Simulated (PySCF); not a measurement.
## Bond length, frequency and bond energy of BeGe by level of theory

State: ³Σ⁻ (triplet), unpaired electrons π ↑↑. Set-up: basis Be 6-31G(d,p), Ge 6-31G(d,p); no relativity; PySCF 2.14. De refers to Be + Ge in their high-spin ground configurations, without counterpoise correction. The functionals are run spin-unrestricted. A positive dipole means Be(−)Ge(+). Levels whose curve was spin-contaminated or gave no clean fit are not listed.

```tsv
Level	Re (Å)	ωe (cm⁻¹)	De (eV)	μ (D)	CPU s a point (SCF and correlation, without the integrals)
ROHF	2.254	355	0.431	-3.10	0.063
ROHF-MP2	2.164	554	1.16	n/a	0.12
ROHF-SCS-MP2	2.186	513	0.95	n/a	n/a
ROHF-CCSD	2.213	463	0.85	n/a	n/a
ROHF-CCSD(T)	2.195	496	1.02	n/a	4.4
LDA	2.142	544	2.11	-1.94	0.36
PBE	2.175	515	1.72	-1.70	0.62
```

**Question.** What does the gradient correction do here, going from LDA to PBE?

**Answer.** PBE less LDA: +3.3 pm in Re, -5.3 % in ωe, -0.39 eV in De. The gradient correction favours the more uneven density of free atoms, so it tends to lengthen bonds and takes away much of the overbinding of LDA; so it does here.

**Question.** What does the triples do here, going from ROHF-CCSD to ROHF-CCSD(T)?

**Answer.** ROHF-CCSD(T) less ROHF-CCSD: -1.8 pm in Re, +7.1 % in ωe, +0.17 eV in De. Correlation nearly always deepens the well. The bond shortens, as in weak, metallic or heavy-atom bonds, where dispersion and the correlation of outer-core electrons pull the atoms together.

**Question.** What does all correlation do here, going from ROHF to ROHF-CCSD(T)?

**Answer.** ROHF-CCSD(T) less ROHF: -5.9 pm in Re, +39.7 % in ωe, +0.59 eV in De. Correlation nearly always deepens the well. The bond shortens, as in weak, metallic or heavy-atom bonds, where dispersion and the correlation of outer-core electrons pull the atoms together.

Correlated steps freeze 9 core orbitals. Correlated levels converge slowly with the basis: in double zeta they bind strong bonds too weakly, by up to about 1 eV, and carry superposition errors of some tenths. Spin–orbit coupling is left out. UHF is strongly spin-contaminated for BeGe, so the ROHF reference used there is far from stable. The state is the lowest determinant that a PBE0 search found; another state may lie lower at other levels.

The whole job (state search and all levels along the bond) took about 2.3 min on 1 thread of Arm Neoverse V2 (shared host), peak memory 0.54 GiB.
